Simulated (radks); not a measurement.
Isoelectronic series with 8 electrons, all held in the configuration [He] 2s2 2p4, which need not be the ground one along the series. Calculated with a radial shooting solver on a logarithmic mesh with Libxc functionals: non-relativistic Kohn-Sham, PBEsol, spin-polarised, spherical densities, point nucleus; open shells are filled with parallel spins first. Total energies (hartree) and orbital eigenvalues (hartree):

[
 {"ion": "O", "E (hartree)": "-74.74918", "2p down": "-0.26115", "2p up": "-0.37438", "2s down": "-0.80035"},
 {"ion": "F+", "E (hartree)": "-98.71760", "2p down": "-0.94998", "2p up": "-1.09664", "2s down": "-1.64438"},
 {"ion": "Ne2+", "E (hartree)": "-126.20458", "2p down": "-1.90485", "2p up": "-2.08439", "2s down": "-2.75576"},
 {"ion": "Mg4+", "E (hartree)": "-191.70692", "2p down": "-4.58491", "2p up": "-4.82943", "2s down": "-5.75045"},
 {"ion": "Al5+", "E (hartree)": "-229.71639", "2p down": "-6.30535", "2p up": "-6.58215", "2s down": "-7.62855"},
 {"ion": "Si6+", "E (hartree)": "-271.22934", "2p down": "-8.27794", "2p up": "-8.58696", "2s down": "-9.75890"},
 {"ion": "P7+", "E (hartree)": "-316.24492", "2p down": "-10.50211", "2p up": "-10.84329", "2s down": "-12.14088"},
 {"ion": "S8+", "E (hartree)": "-364.76253", "2p down": "-12.97748", "2p up": "-13.35079", "2s down": "-14.77406"},
 {"ion": "Cl9+", "E (hartree)": "-416.78172", "2p down": "-15.70378", "2p up": "-16.10919", "2s down": "-17.65818"},
 {"ion": "Ar10+", "E (hartree)": "-472.30218", "2p down": "-18.68082", "2p up": "-19.11831", "2s down": "-20.79302"},
 {"ion": "K11+", "E (hartree)": "-531.32369", "2p down": "-21.90846", "2p up": "-22.37800", "2s down": "-24.17845"},
 {"ion": "Ca12+", "E (hartree)": "-593.84606", "2p down": "-25.38658", "2p up": "-25.88817", "2s down": "-27.81434"},
 {"ion": "Sc13+", "E (hartree)": "-659.86914", "2p down": "-29.11511", "2p up": "-29.64873", "2s down": "-31.70063"},
 {"ion": "Ti14+", "E (hartree)": "-729.39282", "2p down": "-33.09397", "2p up": "-33.65963", "2s down": "-35.83723"},
 {"ion": "V15+", "E (hartree)": "-802.41702", "2p down": "-37.32313", "2p up": "-37.92080", "2s down": "-40.22410"},
 {"ion": "Cr16+", "E (hartree)": "-878.94166", "2p down": "-41.80253", "2p up": "-42.43221", "2s down": "-44.86121"},
 {"ion": "Mn17+", "E (hartree)": "-958.96669", "2p down": "-46.53214", "2p up": "-47.19383", "2s down": "-49.74851"},
 {"ion": "Fe18+", "E (hartree)": "-1042.49204", "2p down": "-51.51194", "2p up": "-52.20563", "2s down": "-54.88597"}
]
